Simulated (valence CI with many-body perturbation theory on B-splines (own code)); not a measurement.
The numbers below are computed, except where a source is named.
Run record, Bi⁷⁸⁺

Level of theory: valence CI with perturbative core correlation (CI+MBPT): three valence electrons over a frozen Dirac-Fock core [He], a basis of 6 s, 6 p, 5 d, 3 f, 1 g functions for each j, with the one-electron correlation potential Σ1 (screened to all orders), the two-electron term Σ2, the three-electron term Σ3, Breit, model QED; selected single and double excitations, second order for the rest, scaled by the run's own slope (own B-spline code, finite nucleus).

Command, and the settings that its task file holds:

```sh
python run_cv.py task.json out
```

```
atom Bi  Z=83  mass_number=209  rms_radius_fm=5.5211
core [He]
valence 2s2 2p1
avg = 1
basis = S
breit = 1
cap = 10000
capref = 1200
cscale = 1
de = 0.0
dress = 0
eps = 2e-08
extrap = 1
h = 0.27
hh = 1
l2 = 3
lcore = 5
maxit = 60
n2 = 5
natural = 1
nlev = 21
nno = [3, 3, 3, 2, 1]
nroot = 26
nsp = [3, 3, 2, 1, 0]
pt2 = 1
qed = 1
rpa = 1
s1 = 1
s2 = 1
s3 = 1
screen = 1
tol = 2e-05
whole = 1
```

It took 4.6 s on 1 thread of Intel(R) Xeon(R) Platinum 8488C (Sapphire Rapids), on a shared host.

Log. The first blocks belong to the next ion, which gives the ionisation energy. Fields: 2J, parity (1 odd), roots, reference size, generating configurations, candidates as configurations/state functions, variational space P, stored matrix elements, Davidson steps; e2 is the range of second-order energies in hartree. The first line gives the box (bohr), its intervals, the orbitals and the steps of their self-consistent field. Window is the range of levels sought, series limit the energy at which the first omitted orbital would enter, core excitation an estimate of the first excitation out of the core, left out the lowest levels not solved, and shifts from estimates the range by which levels moved from their first estimate, all in cm⁻¹.

```
rmax 0.7 intervals 51 orbitals 36 references ['2s2 2p', '2s 2p2', '2p3'] scf 2 t 0.3
2J=0 par=0 roots 2 ref 15 generators 2 cand 92/92 P 106/106 nnz 0 it 0
2J=0 par=0 roots 2 ref 15 generators 3 cand 1/1 P 107/107 nnz 0 it 0
   second order: generators 3 cand 0/0 e2 -0.00000 -0.00000
2J=0 par=1 roots 2 ref 11 generators 2 cand 73/73 P 84/84 nnz 0 it 0
   second order: generators 5 cand 0/0 e2 -0.00000 -0.00000
2J=2 par=1 roots 2 ref 28 generators 2 cand 188/188 P 214/214 nnz 0 it 0
2J=2 par=1 roots 2 ref 28 generators 2 cand 2/2 P 216/216 nnz 0 it 0
   second order: generators 2 cand 0/0 e2 -0.00000 -0.00000
reference levels 291, estimated 165, window 115499876 1/cm; series limit 154340396, core excitation 613779536
2J=1 par=1 roots 7 ref 32 generators 6 cand 83/106 P 1668/2452 nnz 0 it 3
2J=1 par=1 roots 7 ref 32 generators 9 cand 73/89 P 1689/2485 nnz 0 it 4
   second order: generators 12 cand 113/134 e2 -0.00000 -0.00000
2J=1 par=0 roots 8 ref 34 generators 7 cand 108/132 P 1706/2535 nnz 8.2e+05 it 3
2J=1 par=0 roots 8 ref 34 generators 11 cand 96/113 P 1729/2571 nnz 8.4e+05 it 3
   second order: generators 13 cand 158/198 e2 -0.00000 -0.00000
2J=3 par=1 roots 7 ref 47 generators 8 cand 576/1122 P 1552/3081 nnz 1.3e+06 it 4
2J=3 par=1 roots 7 ref 47 generators 11 cand 474/995 P 1592/3175 nnz 1.3e+06 it 3
   second order: generators 14 cand 524/1040 e2 -0.00000 -0.00000
2J=3 par=0 roots 6 ref 45 generators 6 cand 588/1140 P 1490/3023 nnz 1.2e+06 it 4
2J=3 par=0 roots 6 ref 45 generators 8 cand 363/660 P 1527/3099 nnz 1.3e+06 it 3
   second order: generators 9 cand 423/731 e2 -0.00000 -0.00000
2J=5 par=0 roots 3 ref 39 generators 5 cand 543/1297 P 1403/3051 nnz 1.3e+06 it 4
2J=5 par=0 roots 3 ref 39 generators 5 cand 326/782 P 1423/3106 nnz 1.3e+06 it 3
   second order: generators 8 cand 474/1017 e2 -0.00000 -0.00000
2J=5 par=1 roots 2 ref 36 generators 3 cand 531/1288 P 1355/2950 nnz 1.2e+06 it 4
2J=5 par=1 roots 2 ref 36 generators 4 cand 358/870 P 1392/3048 nnz 1.3e+06 it 3
   second order: generators 5 cand 424/941 e2 -0.00000 -0.00000
2J=7 par=1 roots 1 ref 21 generators 1 cand 209/454 P 1179/2657 nnz 1.1e+06 it 3
2J=7 par=1 roots 1 ref 21 generators 2 cand 183/403 P 1214/2729 nnz 1.2e+06 it 3
   second order: generators 4 cand 360/867 e2 -0.00000 -0.00000
left out: unestimated 173528809, estimated 121629019, shifts from estimates 0 to 5
operators 0.1
```

The Davidson iterations converged.

No measured spectrum was set against this ion. As an estimate, large intervals hold to a few tenths of a per cent, small ones and those within an open d or f shell to about a per cent.

```
Valence energy                            : -2776.901 hartree
Ionisation energy                         : 24633 eV (NIST: 24640 ± 120 eV (theoretical))
Reference configurations for the orbitals : 2s2 2p, 2s 2p2, 2p3
Radial orbitals                           : 36
Box radius                                : 0.7388 bohr
Largest variational space                 : 3175
Lowest levels                             : (2s^2 2p1/2) J=1/2 0.00, (2s 2p1/2^2) J=1/2 2691.7, (2s^2 2p3/2) J=3/2 20096, (2s 2p1/2 2p3/2) J=3/2 [a] 22006, (2s 2p1/2 2p3/2) J=5/2 22351, (2s 2p1/2 2p3/2) J=1/2 23056, (2s 2p1/2 2p3/2) J=3/2 [b] 23067, (2p1/2^2 2p3/2) J=3/2 25835, (2s 2p3/2^2) J=5/2 42245, (2s 2p3/2^2) J=1/2 43281, (2s 2p3/2^2) J=3/2 43285, (2p1/2 2p3/2^2) J=3/2 45454, (2p1/2 2p3/2^2) J=5/2 45633, (2p1/2 2p3/2^2) J=1/2 46191 × 10³ cm⁻¹
```

Levels are named by their leading jj configuration (3d3/2^4 stands for four electrons in 3d with j = 3/2), which in mixed levels can hold well under half, so a name can repeat and another be missing. Letters in brackets count levels of one name in rising energy.
